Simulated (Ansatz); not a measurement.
Reaction (formal exchange of groups at a B–Ge bond): `N[B]([SiH3])[GeH3]` + `CF` → `NB([SiH3])CF` + GeH₄

Isolated molecules relaxed with PBE0-D4/def2-TZVP in Ansatz; ΔE leaves out vibrations. CBS: MP2 limit from def2 TZ/QZ plus the TZ coupled-cluster correction, frozen cores. This one scheme is used for every species. Functionals use def2-TZVPP. For Ge outer-core shells are correlated without core-valence functions, which leaves a few kJ/mol of doubt a bond. Scalar relativity is left out up to krypton. Each species was taken in one conformer, which may not be the lowest.

| level | ΔE (kJ/mol) |
| --- | --- |
| ωB97M-V | -13.7 |
| PBE0 | -8.5 |
| HF/def2-TZVPP | -15.8 |
| CCSD/CBS(def2) | -5.5 |

What does CCSD(T)/CBS give? (Best estimate.)

The calculation gave: -4.2 kJ/mol. The listed levels differ from it by -9.5, -4.3, -11.6, -1.3 kJ/mol.

Largest T1 diagnostic among the species: 0.013.

In def2-TZVPP, CCSD(T) changes the Hartree–Fock value by +9.8 kJ/mol (the triples alone add +1.3 kJ/mol) and MP2 by +10.9 kJ/mol.
